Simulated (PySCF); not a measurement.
Compound: CH7BClNSi.
Bonds: N1–B2, B2–C3, C3–Si4, Si4–Cl5. Hydrogens: H6, H7 on N1; H8 on B2; H9, H10 on C3; H11, H12 on Si4.

Theory: PBE0-D3(BJ)/def2-SVP geometry optimisation, gas phase (PySCF 2.14.0).

(1) Give the optimised bond lengths and angles.

Answers

(1) 
```json
{"bond": "N1–B2", "length (Å)": "1.394"}
{"bond": "B2–C3", "length (Å)": "1.578"}
{"bond": "C3–Si4", "length (Å)": "1.865"}
{"bond": "Si4–Cl5", "length (Å)": "2.078"}
{"bond": "N1–H6, N1–H7", "length (Å)": "1.012"}
{"bond": "B2–H8", "length (Å)": "1.211"}
{"bond": "C3–H9, C3–H10", "length (Å)": "1.104"}
{"bond": "Si4–H11, Si4–H12", "length (Å)": "1.492"}
```

Bonds in one row agree within 0.01 Å and their mean is given. A selection of angles:
```json
{"angle": "B2–N1–H6", "degrees": "122.6"}
{"angle": "H6–N1–H7", "degrees": "113.6"}
{"angle": "N1–B2–C3", "degrees": "121.5"}
{"angle": "N1–B2–H8", "degrees": "117.5"}
{"angle": "C3–B2–H8", "degrees": "121.0"}
{"angle": "B2–C3–Si4", "degrees": "111.1"}
{"angle": "B2–C3–H9", "degrees": "111.6"}
{"angle": "Si4–C3–H9", "degrees": "108.1"}
{"angle": "Si4–C3–H10", "degrees": "105.5"}
{"angle": "H9–C3–H10", "degrees": "108.2"}
{"angle": "C3–Si4–Cl5", "degrees": "110.0"}
{"angle": "C3–Si4–H11", "degrees": "112.6"}
{"angle": "C3–Si4–H12", "degrees": "110.7"}
{"angle": "Cl5–Si4–H11", "degrees": "107.1"}
{"angle": "H11–Si4–H12", "degrees": "109.0"}
```

Dihedral angles: N1–B2–C3–Si4 -83° (synclinal); B2–C3–Si4–Cl5 -52° (synclinal). The mirror-image conformer, all signs reversed, is as good.

B2 (three-coordinate boron) is planar (angles 121.5°, 121.0° and 117.5°, sum 360.0°, 0.01 Å off the plane of its three neighbours). N1 (boron-bound nitrogen) is planar (angles 123.8°, 122.6° and 113.6°, sum 360.0°, 0.01 Å off the plane of its three neighbours). Si4 (chlorine-bound silicon) is tetrahedral (angles from 107.1° to 112.6°).

Point group: C1 (no symmetry element, even within 0.4 Å). Stationary, but not proved a minimum. The numbers are those of one conformer.
